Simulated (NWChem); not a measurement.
System: C$_{2}$H$_{5}$O, doublet; SMILES C[CH]O

NWChem input:

```
start job
memory heap 200 mb stack 900 mb global 1100 mb
geometry units angstroms
  C     -1.277709    -0.130076     0.217343
  C      0.124993     0.304598     0.393393
  O      1.033465    -0.175561    -0.524013
  H     -1.794935    -0.135747     1.175680
  H     -1.837984     0.531378    -0.456506
  H     -1.292646    -1.129563    -0.210447
  H      0.357587     1.231315     0.894103
  H      1.899277     0.209749    -0.362564
end
basis spherical
  C library def2-svp
  O library def2-svp
  H library def2-svp
end
dft
  odft
  mult 2
  xc xpbe96 cpbe96
  iterations 150
end
driver
  maxiter 150
  trust 0.05
end
task dft optimize
```

Excerpt of the output:

```
             Northwest Computational Chemistry Package (NWChem) 7.3.0
             --------------------------------------------------------

 C1  symmetry detected

                             Geometry "geometry" -> ""
                             -------------------------

 Output coordinates in angstroms (scale by  1.889725989 to convert to a.u.)

  No.       Tag          Charge          X              Y              Z
 ---- ---------------- ---------- -------------- -------------- --------------
    1 C                    6.0000    -0.21164019    -1.23100561     0.00194363
    2 C                    6.0000     0.49709262     0.06564641    -0.06050102
    3 O                    8.0000    -0.28852806     1.19536821     0.00303320
    4 H                    1.0000     0.35658209    -1.99813796    -0.52207555
    5 H                    1.0000    -0.35952454    -1.57634063     1.03362957
    6 H                    1.0000    -1.19182505    -1.12664413    -0.45691143
    7 H                    1.0000     1.52504098     0.14926973     0.25563847
    8 H                    1.0000     0.26523641     1.98106246     0.01679768

 Effective nuclear repulsion energy (a.u.)      74.9121366723

                                Z-matrix (autoz)
                                --------

 Units are Angstrom for bonds and degrees for angles

      Type          Name      I     J     K     L     M      Value
      ----------- --------  ----- ----- ----- ----- ----- ----------
    1 Stretch                  1     2                       1.47902
    2 Stretch                  1     4                       1.08902
    3 Stretch                  1     5                       1.09795
    4 Stretch                  1     6                       1.08729
    5 Stretch                  2     3                       1.37750
    6 Stretch                  2     7                       1.07871
    7 Stretch                  3     8                       0.96133
    8 Bend                     1     2     3               116.34394
    9 Bend                     1     2     7               120.81246
   10 Bend                     2     1     4               110.31743
   11 Bend                     2     1     5               112.33108
   12 Bend                     2     1     6               109.27003
   13 Bend                     2     3     8               110.02423
   14 Bend                     3     2     7               117.80026
   15 Bend                     4     1     5               107.50928
   16 Bend                     4     1     6               109.56770
   17 Bend                     5     1     6               107.77694
   18 Torsion                  1     2     3     8         176.07452
   19 Torsion                  3     2     1     4         152.20187
   20 Torsion                  3     2     1     5         -87.86956
   21 Torsion                  3     2     1     6          31.68565
   22 Torsion                  4     1     2     7         -53.46731
   23 Torsion                  5     1     2     7          66.46127
   24 Torsion                  6     1     2     7        -173.98353
   25 Torsion                  7     2     3     8          20.94537

  pbe96 is a nonlocal functional; adding pw91lda local functional.

                           NWChem Geometry Optimization
                           ----------------------------

 maximum gradient threshold         (gmax) =   0.000450
 rms gradient threshold             (grms) =   0.000300
 maximum cartesian step threshold   (xmax) =   0.001800
 rms cartesian step threshold       (xrms) =   0.001200
 fixed trust radius                (trust) =   0.050000
 source of zmatrix                         =   autoz

          -------------------
          Energy Minimization
          -------------------

 Using diagonal initial Hessian
 Scaling for Hessian diagonals: bonds = 1.00  angles = 0.25  torsions = 0.10

          --------
          Step   0

                                 NWChem DFT Module
                                 -----------------

 Summary of "ao basis" -> "ao basis" (spherical)
 ------------------------------------------------------------------------------
       Tag                 Description            Shells   Functions and Types
 ---------------- ------------------------------  ------  ---------------------
 C                          def2-svp                 6       14   3s2p1d
 O                          def2-svp                 6       14   3s2p1d
 H                          def2-svp                 3        5   2s1p

            General Information
            -------------------
          SCF calculation type: DFT
          Wavefunction type:  spin polarized.
          No. of atoms     :     8
          No. of electrons :    25
           Alpha electrons :    13
            Beta electrons :    12
          Charge           :     0
          Spin multiplicity:     2
          Use of symmetry is: off; symmetry adaption is: off
          Maximum number of iterations: 150
          AO basis - number of functions:    67
                     number of shells:    33
          Convergence on energy requested:  1.00D-06
          Convergence on density requested:  1.00D-05
          Convergence on gradient requested:  5.00D-04

              XC Information
              --------------
          PerdewBurkeErnzerhof Exchange Functional  1.000
            Perdew 1991 LDA Correlation Functional  1.000 local
           PerdewBurkeErnz. Correlation Functional  1.000 non-local

[...]

      ----------------------
      Optimization converged
      ----------------------

  Step       Energy      Delta E   Gmax     Grms     Xrms     Xmax
  ---- ---------------- -------- -------- -------- -------- --------
@   16    -154.07291802 -1.6D-07  0.00004  0.00001  0.00060  0.00158
                                     ok       ok       ok       ok

                                Z-matrix (autoz)
                                --------

 Units are Angstrom for bonds and degrees for angles

      Type          Name      I     J     K     L     M      Value     Gradient
      ----------- --------  ----- ----- ----- ----- ----- ---------- ----------
    1 Stretch                  1     2                       1.48424    0.00001
    2 Stretch                  1     4                       1.10791    0.00001
    3 Stretch                  1     5                       1.12043    0.00001
    4 Stretch                  1     6                       1.11188    0.00000
    5 Stretch                  2     3                       1.37514   -0.00004
    6 Stretch                  2     7                       1.10704    0.00001
    7 Stretch                  3     8                       0.97381   -0.00003
    8 Bend                     1     2     3               114.98106   -0.00000
    9 Bend                     1     2     7               120.65218   -0.00000
   10 Bend                     2     1     4               110.59791    0.00001
   11 Bend                     2     1     5               113.21282   -0.00000
   12 Bend                     2     1     6               110.95687   -0.00000
   13 Bend                     2     3     8               108.20376   -0.00001
   14 Bend                     3     2     7               117.06756    0.00001
   15 Bend                     4     1     5               107.35844   -0.00000
   16 Bend                     4     1     6               108.21935   -0.00000
   17 Bend                     5     1     6               106.25275   -0.00000
   18 Torsion                  1     2     3     8         177.13301    0.00000
   19 Torsion                  3     2     1     4         171.95693   -0.00000
   20 Torsion                  3     2     1     5         -67.51370    0.00000
   21 Torsion                  3     2     1     6          51.85020   -0.00000
   22 Torsion                  4     1     2     7         -38.76618    0.00000
   23 Torsion                  5     1     2     7          81.76319    0.00000
   24 Torsion                  6     1     2     7        -158.87291   -0.00000
   25 Torsion                  7     2     3     8          26.70833    0.00000

                         Geometry "geometry" -> "geometry"
                         ---------------------------------

 Output coordinates in angstroms (scale by  1.889725989 to convert to a.u.)

  No.       Tag          Charge          X              Y              Z
 ---- ---------------- ---------- -------------- -------------- --------------
    1 C                    6.0000    -0.21582434    -1.21908489    -0.00535843
    2 C                    6.0000     0.48318824     0.08441394    -0.12876150
    3 O                    8.0000    -0.28620213     1.18597492     0.16382094
    4 H                    1.0000     0.41919614    -2.04011717    -0.39281849
    5 H                    1.0000    -0.48727308    -1.47637657     1.05080172
    6 H                    1.0000    -1.16806646    -1.21559855    -0.57937148
    7 H                    1.0000     1.57001599     0.16274758     0.06668549
    8 H                    1.0000     0.27739990     1.97725922     0.09655629

 Effective nuclear repulsion energy (a.u.)      74.5298882013

                Final and change from initial internal coordinates
                --------------------------------------------------

                                Z-matrix (autoz)
                                --------

 Units are Angstrom for bonds and degrees for angles

[...]
```

Level: PBE/def2-SVP, spin-unrestricted. No stability test was run on the SCF state.
